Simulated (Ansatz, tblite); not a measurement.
Removing and adding an electron: the cluster Li₂I₂ (the lowest singlet isomer of a short search). The state is a singlet with charge 0. Geometry: r2SCAN-D4/def2-TZVP. Ansatz, gas phase; energy differences of separate SCF runs; the oxidised species was run as a doublet alone; the reduced species was run as a doublet alone.

```xyz
4

Li   -0.5791    1.1816   -0.5307
Li    0.5789   -1.1817    0.5306
I    -0.9379    0.3976    1.9088
I     0.9381   -0.3975   -1.9088
```

In the def2 sets I takes a core potential; there is no spin–orbit coupling. The xTB rows come from tblite. Correlated methods freeze 8 core orbitals; core or outer-core shells of Li, I are correlated, in sets that lack core-valence functions. In CCSD on the charge 1 doublet the largest single amplitude is 0.27, so its Hartree–Fock determinant may place the open shell otherwise than the density functionals do. The structure comes from a short search, and lower isomers may exist.

```
               level  −HOMO (eV)  vertical IE (eV)  −LUMO (eV)  vertical EA (eV)  HOMO–LUMO gap (eV)  IE − EA (eV)                       remarks
            GFN1-xTB       10.68             13.74        6.07              3.84                4.60          9.90                             –
            GFN2-xTB       10.62             13.40        5.66              3.01                4.95         10.39                             –
       HF/def2-TZVPP           –              8.50           –                 –                   –             –                             –
    PBE-D4/def2-TZVP        5.97              8.53        1.57                 –                4.40             –                             –
   PBE-D4/def2-TZVPD        5.97                 –        1.58              0.40                4.39             –  HOMO above zero (-1 doublet)
 r2SCAN-D4/def2-TZVP        6.25              8.72        0.98                 –                5.27             –                             –
r2SCAN-D4/def2-TZVPD        6.24                 –        0.98              0.29                5.26             –  HOMO above zero (-1 doublet)
   PBE0-D4/def2-TZVP        7.06              8.88        1.02                 –                6.04             –                             –
  PBE0-D4/def2-TZVPD        7.06                 –        1.05              0.30                6.01             –  HOMO above zero (-1 doublet)
      MP2/def2-TZVPP           –              9.45           –                 –                   –             –                             –
     CCSD/def2-TZVPP           –              9.25           –                 –                   –             –                             –
  CCSD(T)/def2-TZVPP           –              9.28           –                 –                   –             –                             –
```

   A HOMO above zero means that the electron is unbound at that level or that self-interaction error raises the level; the energy of removing that electron tells which. Raw xTB energy differences between charge states are shifted by several eV; the methods need an empirical correction for them.
